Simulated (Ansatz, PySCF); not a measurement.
Stretching the C3–H4 bond in CH4Cd (SMILES [CH3][CdH]) (multiplicity 1 held, fragments rigid). Energies count from the point at 1.090 Å.
Geometry at that point (charge 0, multiplicity 1):
```xyz
6

Cd    -0.28069    -0.15103    -0.04142
H     -1.74995    -0.94161    -0.25822
C      1.58135     0.85090     0.23335
H      2.03124     0.55928     1.18282
H      1.43289     1.93112     0.23533
H      2.27073     0.59541    -0.57191
```

R- and RO- levels are restricted; in cc, def2 and unpolarised 6-31G sets they are followed outwards from rest. U- levels take the lowest unrestricted solution at each point, which mixes spins at long bonds. Active spaces are followed from a long bond inwards. Curves can end on different states.

Cores are frozen in the correlated methods. Rows in LANL2DZ carry no dispersion term and start afresh at each structure. LANL2DZ brings its own core potentials from Na on.

Run with Ansatz (Gaussian orbitals); PySCF for LANL2DZ rows. Values without a source in brackets are computed. In def2 rows elements past Kr take small-core potentials, without spin–orbit coupling.

Energies in kcal/mol.

```
R (Å)  U-HF/LANL2DZ  U-r2SCAN/def2-TZVPP  R-B3LYP/def2-TZVPP  U-wB97X-V/def2-TZVPP  U-CCSD(T)/def2-TZVPP  FIC-MRCISD+Q on CASSCF(2,2)/def2-TZVPP
-----  ------------  -------------------  ------------------  --------------------  --------------------  --------------------------------------
0.872          29.9                 28.7                28.2                  29.3                  28.9                                    28.7
0.981           5.7                  5.7                 5.5                   5.9                   5.7                                     5.6
1.090           0.0                  0.0                 0.0                   0.0                   0.0                                     0.0
1.199           4.3                  3.7                 3.7                   3.6                   3.7                                     3.7
1.308          13.7                 12.2                12.2                  12.3                  12.2                                    12.3
1.472          31.9                 28.7                28.7                  29.4                  28.6                                    28.7
1.636          51.3                 46.2                46.0                  47.8                  45.5                                    45.7
1.908          73.3                 72.7                72.3                  76.3                  71.3                                    70.2
2.181          82.1                 90.8                93.7                  97.5                  91.0                                    88.1
2.508          86.1                101.2               113.3                 108.3                 105.8                                   101.4
2.944          87.7                107.2               131.3                 113.0                 112.2                                   109.4
3.489          88.1                109.7               145.0                 114.5                 113.6                                   112.4
```

Doubts at one or more of the structures used: a spin-contaminated determinant (U-HF/LANL2DZ, U-r2SCAN/def2-TZVPP, U-wB97X-V/def2-TZVPP, U-CCSD(T)/def2-TZVPP); a restricted determinant that unrestricted orbitals would lower (R-B3LYP/def2-TZVPP); T1 above 0.05 (U-CCSD(T)/def2-TZVPP).

Ansatz is a first-principles code.
